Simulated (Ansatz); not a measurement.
**Loss of H2O: In(CH3)3(OH2) → In(CH3)3 + H2O**

Gas-phase species: In(CH3)3(OH2), singlet; In(CH3)3 (trimethylindium (TMIn)), singlet; H2O (water) `O`, singlet. This is a balance of energies; it says nothing on the path, which may need atoms to shift.

Shapes, held fixed at every level: PBE0-D4/def2-TZVP. Flexible molecules stand in one conformer, not always the lowest. Programs: Ansatz 0.2.0. Electronic energies: no zero-point or thermal term.

Question: Estimate ΔE of this reaction.

Answer: MP2/def2-TZVPP gives ΔE = +47.5 kJ/mol; the levels span +39.4 to +66.9. The median of the levels is +48.4. No measured value is set beside it here. For atoms past krypton def2 sets carry core potentials with scalar relativity. Outer-core shells of In are correlated, in sets that cover them unevenly.

| level | kind | ΔE (kJ/mol) |
| --- | --- | --- |
| r2SCAN-D4/def2-TZVPP | meta-GGA | +49.5 |
| PBE0-D4/def2-TZVPP | global hybrid | +44.4 |
| r2SCAN0-D4/def2-TZVPP | global hybrid | +49.1 |
| wB97X-V/def2-TZVPP | range-separated hybrid | +47.6 |
| B2PLYP/def2-TZVPP | double hybrid | +39.4 |
| MP2/def2-SVP | perturbation theory | +66.9 |
| CCSD(T)/def2-SVP | coupled cluster or CI | +65.2 |
| MP2/def2-TZVPP | perturbation theory | +47.5 |
